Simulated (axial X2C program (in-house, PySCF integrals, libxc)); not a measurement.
**Low determinants of SbF at the PBE0 level, 2c**

All values were computed with an in-house all-electron X2C program for linear molecules (integrals from PySCF). Two-component (2c) means X2C with spin–orbit coupling and atomic mean-field two-electron Coulomb and Gaunt terms. Basis: Sb dyall-cv3z [11s12p8d4f1g], F dyall-av3z [7s6p3d2f] (cores contracted in-house); Gaussian nuclei, density fitting, unrestricted open shells. Masses: Sb 120.904 u, F 18.998 u.

Search at 1.929 Å (vertical energies from the lowest determinant):

```tsv
ΔE (eV)	state	electrons beyond evenly filled partner blocks	electrons in ±ω = 1/2, 3/2, 5/2, 7/2
0.00	Ω = 1	ω = -1/2, ω = 3/2	39 17 4 0
0.44	Ω = 0	none	40 16 4 0
0.84	Ω = 2	ω = 1/2, ω = 3/2	39 17 4 0
1.25	Ω = 0	none	38 18 4 0
2.94	Ω = 1	2 × ω = 1/2	40 16 4 0
7.09	Ω = 3	2 × ω = 3/2	40 16 4 0
```

Lowest determinant, Ω = 1 (⟨Sz⟩ = 1.00, ⟨Lz⟩ = 0.00 at PBE0): Re = 1.923 Å, ωe = 606.7 cm⁻¹.

The determinant in row 2 of the search, Ω = 0 (closed shell), was followed along the bond at PBE0; measured from the minimum of the lowest determinant it gives:

Te = 0.437 eV (3527 cm⁻¹), Re = 1.926 Å, ωe = 603.0 cm⁻¹.

Question: Compare the bond of the determinant in row 2 with that of the lowest one.

Answer: At PBE0 its Re is 0.003 Å longer and its force constant, which goes as ωe², is 0.99 times that of the lowest determinant. T0 ≈ Te + Δωe/2 = 3527 + (-2) = 3525 cm⁻¹.

The search compares states at one distance, so a state with another bond length can lie lower; it is not exhaustive and yields mostly the lowest determinant of each block pattern, so other components and higher states of one pattern are missing. These are energies of single determinants, not of spin-adapted states; PBE0 term energies can be off by some tenths of an eV, and the functional has no current term. Open-shell Ω = 0 determinants with evenly filled partner blocks cannot be reached by this program, so the Ω shown need not be the lowest component. The lowest determinant need not be the ground state where others lie within half an eV. A closed-shell Ω = 0 row of a π² shell mixes the 0⁺ component of the triplet with ¹Σ⁺ and matches no level; 0⁺ can lie lowest.
